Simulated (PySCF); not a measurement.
Species: C4H6OS2.
Numbering: `[O:1]=[CH:2][CH:3]1[S:4][CH2:5][CH2:6][S:7]1` (hydrogens: H8 on C2; H9 on C3; H10, H11 on C5; H12, H13 on C6)

Geometry (PBE0-D3(BJ)/def2-SVP, Å), atoms numbered from 1 in this order:
```
atom  x, y, z in Å
O1     1.555    0.515   -1.512
C2     1.902    0.251   -0.394
C3     1.075    0.503    0.853
S4    -0.152    1.830    0.688
C5    -1.569    0.754    0.261
C6    -1.065   -0.638   -0.074
S7     0.213   -1.078    1.138
H8     2.863   -0.286   -0.188
H9     1.720    0.695    1.724
H10   -2.089    1.195   -0.602
H11   -2.255    0.731    1.120
H12   -1.862   -1.393   -0.004
H13   -0.631   -0.665   -1.086
```

Linear response at CAM-B3LYP/def2-SVPD (PySCF, frozen core in the response, non-relativistic). The structure is a single PBE0-D3(BJ)/def2-SVP conformer in the gas phase; no vibrational or solvent corrections.

Static isotropic polarisability: 86.63 au (12.84 Å³), principal values 78.2, 88.8, 92.9 au.

(1) What is the polarisability at 1064 nm and at the sodium D line?

(2) What is the isotropic C6 coefficient between two such molecules, C6 = (3/π)∫α(iω)² dω?

(3) Which effective excitation energy ω̄ makes London's formula C6 = (3/4)α²ω̄ exact here?

(4) What does −C6/R⁶ come to at R = 10 Å between centres?

(5) What n − 1 at the D line would an ideal gas of it have at 273.15 K and 1 atm (2.6868 × 10¹⁹ cm⁻³), by n − 1 = 2π·N·α′?

(6) The lowest 6 singlets have (eV, f): 4.21, 0.005; 4.85, 0.010; 5.11, 0.002; 5.15, 0.003; 5.81, 0.031; 6.30, 0.017. What share of the static polarisability do they carry in the sum over states α = Σ f/ω²?

Results:

(1) 87.42 au at 1064 nm (+0.9 %), 89.33 au at 589.3 nm (+3.1 %). The rise at 589.3 nm is 3.40 times that at 1064 nm; a pure ω² law gives 3.26. The lowest singlet lies at 294 nm, shorter than both wavelengths.

(2) 3001 au (Eh·bohr⁶) by a ten-point quadrature over imaginary frequencies, which is 1790 eV·Å⁶ or 173 J·nm⁶/mol.

(3) ω̄ = 4·C6/(3α²) = 0.533 Eh = 14.5 eV. A one-pole form α(ω) = α/(1 − ω²/ω̄²) fitted to the 1064 nm value gives 12.2 eV.

(4) -170 J/mol. This is the leading, orientation-averaged term; C8 and higher terms are left out.

(5) 22.35 × 10⁻⁴, a formal value whether or not that pressure can be reached.

(6) 1.64 au, 1.9 % of α; the largest term, 0.68 au, is that of the state at 5.81 eV. Their oscillator strengths add up to 0.07. Higher states carry the rest.
